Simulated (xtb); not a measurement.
FK, charge -1, doublet, at the geometry of the source list (GFN-xTB shapes and energies of metal compounds can be far from the true ones) (a state made from the parent by changing its charge; the spin is typed, not shown lowest); GFN2-xTB in xtb 6.7.1.

Here is a job for xtb.
```
$ xtb mol.xyz --gfn 2 --chrg -1 --uhf 1 --json

# file mol.xyz
2

K     -0.53980000    -0.44520000    -0.72920000
F      0.53980000     0.44520000     0.72920000
```

Problem. What does xtb print? Leave out banner, timings and long lists.

Solution. 
```
   ID    Z sym.   atoms
    1   19 K      1
    2    9 F      2

           -------------------------------------------------
          |                Calculation Setup                |
           -------------------------------------------------

           -------------------------------------------------
          |                 G F N 2 - x T B                 |
           -------------------------------------------------

          ...................................................
          :                      SETUP                      :
          :.................................................:
          :  # basis functions                   8          :
          :  # atomic orbitals                   8          :
          :  # shells                            4          :
          :  # electrons                         9          :
          :  max. iterations                   250          :
          :  Hamiltonian                  GFN2-xTB          :
          :  restarted?                      false          :
          :  GBSA solvation                  false          :
          :  PC potential                    false          :
          :  electronic temp.          300.0000000     K    :
          :  accuracy                    1.0000000          :
          :  -> integral cutoff          0.2500000E+02      :
          :  -> integral neglect         0.1000000E-07      :
          :  -> SCF convergence          0.1000000E-05 Eh   :
          :  -> wf. convergence          0.1000000E-03 e    :
          :  Broyden damping             0.4000000          :
          :  net charge                         -1          :
          :  unpaired electrons                  1          :
          ...................................................

 iter      E             dE          RMSdq      gap      omega  full diag
   1     -4.1912756 -0.419128E+01  0.286E+01    1.24       0.0  T
   2     -5.0719736 -0.880698E+00  0.208E+01    3.35       1.0  T
   3     -5.0735085 -0.153493E-02  0.155E+01    3.07       1.0  T
   4     -5.0760332 -0.252467E-02  0.217E+00    2.35       1.0  T
   5     -5.0760451 -0.119380E-04  0.530E-01    2.25       1.0  T
   6     -5.0760450  0.127694E-06  0.151E-01    2.27       1.0  T
   7     -5.0760473 -0.232808E-05  0.633E-02    2.27       1.1  T
   8     -5.0760473 -0.189097E-07  0.120E-03    2.27      59.1  T
   9     -5.0760473 -0.389905E-09  0.890E-04    2.27      79.5  T
[...]
         :: total energy              -5.070021230650 Eh    ::
[...]
      -------------------------------------------------------------
         1        2.0000           -0.3354997              -9.1294
         2        2.0000           -0.0688548              -1.8736
         3        2.0000           -0.0688548              -1.8736
         4        2.0000           -0.0678814              -1.8471
         5        1.0000            0.0783175               2.1311 (HOMO)
         6                          0.1616429               4.3985 (LUMO)
         7                          0.1616429               4.3985
         8                          0.3808090              10.3623
      -------------------------------------------------------------
                  HL-Gap            0.0833254 Eh            2.2674 eV
             Fermi-level            0.0625991 Eh            1.7034 eV

     #   Z          covCN         q      C6AA      α(0)
     1  19 K        0.587    -0.105   482.992    90.531
     2   9 F        0.587    -0.895    21.715     5.495

 Mol. C6AA /au·bohr⁶  :        626.540767
 Mol. C8AA /au·bohr⁸  :      99551.812012
 Mol. α(0) /au        :         96.025646

Wiberg/Mayer (AO) data.
largest (>0.10) Wiberg bond orders for each atom

 ---------------------------------------------------------------------------
     #   Z sym  total        # sym  WBO       # sym  WBO       # sym  WBO
 ---------------------------------------------------------------------------
     1  19 K    0.205 --     2 F    0.205
     2   9 F    0.205 --     1 K    0.205
 ---------------------------------------------------------------------------

molecular dipole:
                 x           y           z       tot (Debye)
 q only:       -0.806      -0.665      -1.089
   full:       -0.081      -0.066      -0.109       0.384
molecular quadrupole (traceless):
                xx          xy          yy          xz          yz          zz
 q only:        0.263      -1.287       0.762      -2.108      -1.739      -1.025
  q+dip:        0.638      -3.124       1.849      -5.116      -4.220      -2.487
   full:        0.800      -3.917       2.319      -6.416      -5.292      -3.118

           -------------------------------------------------
          | TOTAL ENERGY               -5.070021230650 Eh   |
          | GRADIENT NORM               0.043269060686 Eh/α |
          | HOMO-LUMO GAP               2.267399916573 eV   |
           -------------------------------------------------

normal termination of xtb
```
